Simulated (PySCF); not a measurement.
Si(Cl)(SeH)3, SMILES [Si](Cl)([SeH])([SeH])[SeH], singlet, CAM-B3LYP/def2-SVP optimised geometry.

```
8

Cl     1.70     0.71    -1.85
Si     0.86     0.33     0.00
Se    -1.41     0.33     0.00
Se     1.51    -1.80     0.47
Se     1.70     1.99     1.31
H     -1.51     1.80     0.00
H      0.80    -1.81     1.76
H      0.85     1.63     2.45
```

Density from PySCF with CAM-B3LYP/def2-TZVP at that geometry.

Minimum of the electron density along straight lines between bonded atoms, close to the bond critical point (lines longer than 1.1 times the sum of covalent radii, or with two minima, are not listed):

| bond | length / Å | ρ at the minimum / e bohr⁻³ | ∇²ρ there / e bohr⁻⁵ | position (fraction from the first atom) |
|---|---|---|---|---|
| Cl1–Si2 | 2.067 | 0.100 | [?] | 0.64 |
| Si2–Se3 | 2.272 | 0.097 | -0.05 | 0.36 |
| Si2–Se4 | 2.277 | 0.097 | -0.05 | 0.36 |
| Si2–Se5 | 2.279 | 0.097 | [?] | 0.36 |
| Se3–H6 | 1.470 | 0.176 | -0.32 | 0.63 |
| Se4–H7 | 1.471 | 0.175 | -0.31 | 0.63 |
| Se5–H8 | 1.470 | 0.175 | -0.32 | 0.63 |

Question: Fill in the missing entries.

Answer: 
- Cl1–Si2, ∇²ρ there / e bohr⁻⁵: 0.19
- Si2–Se5, ∇²ρ there / e bohr⁻⁵: -0.06
